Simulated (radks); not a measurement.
Task: Coherent X-ray form factor from a spherical all-electron density. Calculated with a radial shooting solver on a logarithmic mesh with Libxc functionals: non-relativistic Kohn-Sham, PBE, spin-polarised, spherical densities, point nucleus.

sin(theta)/lambda (1/angstrom),f0 (electrons)
0.05,9.932
0.1,9.734
0.15,9.417
0.2,9.000
0.25,8.505
0.3,7.957
0.4,6.795
0.5,5.668
0.6,4.674
0.8,3.200
1,2.328
1.25,1.763
1.5,1.484
2,1.191

The species is in the configuration that NIST lists as its ground one. Which atom or ion scatters so?

Result: The aluminium ion Al3+, [Ne]. Extrapolating in s^2 from the first two rows gives f0(0) = 10.0, near the electron count 10; among species with that count, the fall with angle is slower the higher Z, and the table is that of Z = 13; from so few rows the species is fixed only to a neighbour or two.
